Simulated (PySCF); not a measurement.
**$^{15}$N chemical shifts**

Isolated molecule, non-relativistic Hamiltonian, equivalent nuclei averaged, single conformer. GIAO PBE0/pcSseg-1 shieldings; geometry from GFN2-xTB; PySCF 2.14.0 with density-fitted response routines.

Shieldings were converted by a linear fit to measured shifts: $^{15}$N: δ = -148.07 − 0.921σ (rms 6.3 ppm, 71 shifts vs CH3NO2, solution or neat liquid). Occasional misses reach two or three times the rms, and more in compound classes unlike the fitted ones.

Q: Give the $^{15}$N shifts of `CCCN(CC)N[SiH3]`, `N#CC#Cc1cn([SiH3])cn1`, `C=CCn1nc(Cl)c(SC)n1`.

A: 
```tsv
compound	environment	δ (ppm)
[CH3:1][CH2:2][CH2:3][N:4]([CH2:5][CH3:6])[NH:7][SiH3:8]	N4: nitrogen bonded to O or N	-314.5
[CH3:1][CH2:2][CH2:3][N:4]([CH2:5][CH3:6])[NH:7][SiH3:8]	N7: nitrogen bonded to O or N	-328.7
[N:1]#[C:2][C:3]#[C:4][c:5]1[cH:6][n:7]([SiH3:8])[cH:9][n:10]1	N10: pyridine-type nitrogen of an azole	-97.8
[N:1]#[C:2][C:3]#[C:4][c:5]1[cH:6][n:7]([SiH3:8])[cH:9][n:10]1	N1: nitrile nitrogen	-102.6
[N:1]#[C:2][C:3]#[C:4][c:5]1[cH:6][n:7]([SiH3:8])[cH:9][n:10]1	N7: pyrrole-type ring nitrogen	-228.3
[CH2:1]=[CH:2][CH2:3][n:4]1[n:5][c:6]([Cl:7])[c:8]([S:9][CH3:10])[n:11]1	N5: pyridine-type nitrogen of an azole	-62.8
[CH2:1]=[CH:2][CH2:3][n:4]1[n:5][c:6]([Cl:7])[c:8]([S:9][CH3:10])[n:11]1	N11: pyridine-type nitrogen of an azole	-71.8
[CH2:1]=[CH:2][CH2:3][n:4]1[n:5][c:6]([Cl:7])[c:8]([S:9][CH3:10])[n:11]1	N4: pyrrole-type ring nitrogen	-146.4
```

Q: Match the shifts -4.4, -57.4, -277.5 ppm to `C=C[SiH2]N=C`, `O=CN[SiH]1CC1`, `CC[SiH2]C#N`.

A: -4.4: C=C[SiH2]N=C (imine nitrogen); -57.4: CC[SiH2]C#N (nitrile nitrogen); -277.5: O=CN[SiH]1CC1 (amide-type nitrogen).
